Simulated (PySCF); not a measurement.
# Electron correlation in Ne⁺ (neon, charge +1)

[He] 2s2 2p5, 2P determinant. Computed with PySCF 2.14 in aug-cc-pVQZ-DK, with the spin-free X2C one-electron Hamiltonian (Gaussian nucleus). Frozen: 1s2; 7 electrons correlated.

```tsv
level	correlation energy (mhartree)
CCSD	-231.94
(T)	-3.23
CCSD(T)	-235.17
```

Diagnostics: T1 = 0.0038, D1 = 0.0061, largest double amplitude 0.023.

Cost of the coupled-cluster step: roughly 11 core-seconds, for 7 correlated electrons.

Iterations:

```
CC2 = 0
CCSD nocc = (np.int64(4), np.int64(3)), nmo = (79, 79)
frozen orbitals [[0], [0]]
max_cycle = 100
direct = 0
conv_tol = 1e-08
conv_tol_normt = 1e-06
diis_space = 8
diis_start_cycle = 0
Init t2, MP2 energy = -0.221277393027493
Init E_corr(UCCSD) = -0.22127739302995
cycle = 1  E_corr(UCCSD) = -0.229503682522939  dE = -0.00822628949  norm(t1,t2) = 0.0181744
cycle = 2  E_corr(UCCSD) = -0.231389104562967  dE = -0.00188542204  norm(t1,t2) = 0.00506633
cycle = 3  E_corr(UCCSD) = -0.231929845245499  dE = -0.000540740683  norm(t1,t2) = 0.00213307
cycle = 4  E_corr(UCCSD) = -0.231955257653015  dE = -2.54124075e-05  norm(t1,t2) = 0.00054699
cycle = 5  E_corr(UCCSD) = -0.231936697257277  dE = 1.85603957e-05  norm(t1,t2) = 0.000214124
cycle = 6  E_corr(UCCSD) = -0.231939464632617  dE = -2.76737534e-06  norm(t1,t2) = 3.18888e-05
cycle = 7  E_corr(UCCSD) = -0.231940108175351  dE = -6.43542734e-07  norm(t1,t2) = 7.36927e-06
cycle = 8  E_corr(UCCSD) = -0.231939916732101  dE = 1.9144325e-07  norm(t1,t2) = 1.9017e-06
cycle = 9  E_corr(UCCSD) = -0.231939889038294  dE = 2.76938074e-08  norm(t1,t2) = 3.87091e-07
cycle = 10  E_corr(UCCSD) = -0.231939900443549  dE = -1.14052552e-08  norm(t1,t2) = 9.25388e-08
cycle = 11  E_corr(UCCSD) = -0.231939899917372  dE = 5.26177241e-10  norm(t1,t2) = 1.8514e-08
UCCSD converged
E(UCCSD) = -128.1910810902813  E_corr = -0.2319398999173716
UCCSD(T) correction = -0.00322665903390726
```
